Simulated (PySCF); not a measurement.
H5P, SMILES [H][P@TB1]([H])([H])([H])[H].

Coordinates come from a PBE0-D3(BJ)/def2-TZVPD optimisation.

Lowest vertical singlet excitation by several levels in PySCF, with rough processor times relative to the cheapest run on one machine. Each run also gave further roots (ADC and EOM-CCSD ionised and attached states too); roots are paired by order and the bases differ. EOM-CCSD serves as a yardstick, not as the true value; all levels that ended soundly for this molecule are listed, with differences from unrounded values.

```json
[
 {"level": "TDDFT-PBE/def2-TZVPD", "relative cost": "1"},
 {"level": "ADC(2)/aug-cc-pVDZ", "relative cost": "2"},
 {"level": "EOM-CCSD/aug-cc-pVDZ", "relative cost": "3"},
 {"level": "TDDFT-CAM-B3LYP/def2-TZVPD", "relative cost": "3"},
 {"level": "TDDFT-ωB97X/def2-TZVPD", "relative cost": "4"}
]
```

Computed S1 at each level and its distance from EOM-CCSD:
```tsv
level	S1 (eV)	S1 minus EOM-CCSD (eV)
TDDFT-PBE/def2-TZVPD	4.27	-0.33
ADC(2)/aug-cc-pVDZ	4.64	0.04
EOM-CCSD/aug-cc-pVDZ	4.60	0.00
TDDFT-CAM-B3LYP/def2-TZVPD	4.72	0.12
TDDFT-ωB97X/def2-TZVPD	5.03	0.44
```
